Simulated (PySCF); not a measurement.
**Ionisation energy of As by level of theory**

As [Ar] 3d10 4s2 4p3 (4S) → As⁺ [Ar] 3d10 4s2 4p2 (3P), as a difference of total energies. All numbers are calculated (PySCF 2.14, the spin-free X2C one-electron Hamiltonian (Gaussian nucleus), in aug-cc-pVQZ-DK (8s7p5d3f2g, 93 functions)). Correlated levels: valence: [Ar] 3d10 frozen. The calculations carry no spin-orbit coupling.

```tsv
method	ionisation energy (eV)
UHF	9.409
MP2 (valence)	9.927
SCS-MP2 (valence)	9.775
CCSD (valence)	9.885
CCSD(T) (valence)	9.925
```

Q: How much does correlation contribute at CCSD(T) (valence)?

A: 9.925 − (9.409) = 0.516 eV, measured against UHF.

A first-order spin-orbit estimate (lowest level to lowest level, LS coupling) adds -0.192 eV.

Errors of the correlated levels include the incompleteness of this basis and the frozen core.

For comparison: 9.789 eV (measured; NIST Atomic Spectra Database, ionization energies).
